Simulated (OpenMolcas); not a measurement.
Xe VI: effect of the IPEA shift

* Program: OpenMolcas
* Basis: ANO-RCC [10s9p8d5f3g]
* Scalar Hamiltonian: DKH2, point nucleus
* Active space: 3 electrons in 9 orbitals (RAS2 5s 5p; RAS3 5d, at most 2 electrons)
* State averaging: 2S+1 = 4 odd, 1 root; 2S+1 = 2 odd, 11 roots; 2S+1 = 4 even, 3 roots; 2S+1 = 2 even, 9 roots
* Spin-orbit coupling: state interaction with AMFI integrals over the reference wave functions, term energies averaged over their components

Methods on the same reference wave functions:
A. RASSCF
B. MS-RASPT2, IPEA 0.25 Eh, imaginary shift 0.1 Eh (closed shells correlated: 4d)
C. MS-RASPT2, IPEA 0.5 Eh, imaginary shift 0.1 Eh (closed shells correlated: 4d)

Energies in cm⁻¹ above 5s² 5p ²P°_1/2, the measured ground level; measured values from Saloman, J. Phys. Chem. Ref. Data 33, 765 (2004).

```json
{"Level": "5s² 5p ²P°_1/2", "A": "0.0", "B": "0.0", "C": "0.0", "Measured": "0.0"}
{"Level": "5s² 5p ²P°_3/2", "A": "13636", "B": "13730", "C": "13730", "Measured": "15599"}
{"Level": "5s 5p² ⁴P_1/2", "A": "85833", "B": "92920", "C": "93050", "Measured": "92586"}
{"Level": "5s 5p² ⁴P_3/2", "A": "92152", "B": "99530", "C": "99650", "Measured": "100378"}
{"Level": "5s 5p² ⁴P_5/2", "A": "98762", "B": "105850", "C": "105980", "Measured": "107205"}
{"Level": "5s 5p² ²D_3/2", "A": "121762", "B": "124070", "C": "124430", "Measured": "124870"}
{"Level": "5s 5p² ²D_5/2", "A": "124373", "B": "127330", "C": "127670", "Measured": "129230"}
```

Deviations, from unrounded energies. A percentage is the sum of absolute deviations over the sum of measured energies, with the sign that they share, or ± where signs differ.

```
                  Against measurement  Levels      A      B      C
       mean absolute deviation (cm-1)       6   5600   1200   1000
fine structure of the ground term (%)       1  -12.6  -12.0  -12.0
             other configurations (%)       5   -5.7   ±0.9   ±0.8
```

C lies closest to measurement on these levels and A furthest from it. The largest miss of C in the table is 5s² 5p ²P°_3/2, by -1900 cm-1. The ranking rests on the paired levels alone, and a cruder setting can come out closer through cancelling errors.

Between B and C the level of the table that moves most is 5s 5p² ²D_3/2, by 370 cm-1 (lowest in B, highest in C). Moves below CASPT2's spread within the term are not significant.

The lowest spin-free term lies below A's lowest term by 0.502 hartree in B, 0.501 hartree in C.

CASPT2 breaks the degeneracy within a term, and the mean is taken; among the terms shown or strongly mixed into the levels shown the widest spread is 110 cm-1 (5s 5p² ²D, C). Active for correlation alone: 5d; no level in the range computed is led by a configuration that fills it, so any true level of that kind is missing. Computed and measured levels are paired by configuration, term and J; levels that our copy of the source lacks, or whose pairing is in doubt (as where it misses far off the trend of its configuration), stay unpaired and out of the deviations. Levels of configurations outside the active space are missing. The table leaves out levels that lie high or whose names do not pair safely across all columns.

° marks odd parity.
